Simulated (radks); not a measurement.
Results of a calculation; reference values are marked as such.
Spin polarisation of the 5d1 shell in Lu. Start: [Xe] 4f14 5d(up 0.5, down 0.5) 6s2; electrons of 5d are moved from spin down to spin up, other shells keep equal spins. Code: a radial shooting solver on a logarithmic mesh with Libxc functionals. Model: scalar-relativistic Kohn-Sham, PBE, spin-polarised, spherical densities, point nucleus.

| moment (Bohr magnetons) | E - E(0) (eV) | e(5d up) (eV) | e(5d down) (eV) | 6s down minus up (eV) | 4f down minus up (eV) |
|---|---|---|---|---|---|
| 0 | 0.000 | -1.750 | -1.750 | 0.000 | 0.000 |
| 0.25 | -0.008 | -1.808 | -1.686 | 0.111 | 0.016 |
| 0.5 | -0.030 | -1.861 | -1.617 | 0.222 | 0.031 |
| 0.75 | -0.069 | -1.908 | -1.543 | 0.333 | 0.047 |
| 1 | -0.122 | -1.949 | -1.463 | 0.445 | 0.062 |

At moment 1 the spin-polarisation energy is -0.122 eV and the 5d exchange splitting 0.486 eV, that is 0.486 eV per Bohr magneton; E = -I m^2/4 would give I = 0.487 eV.
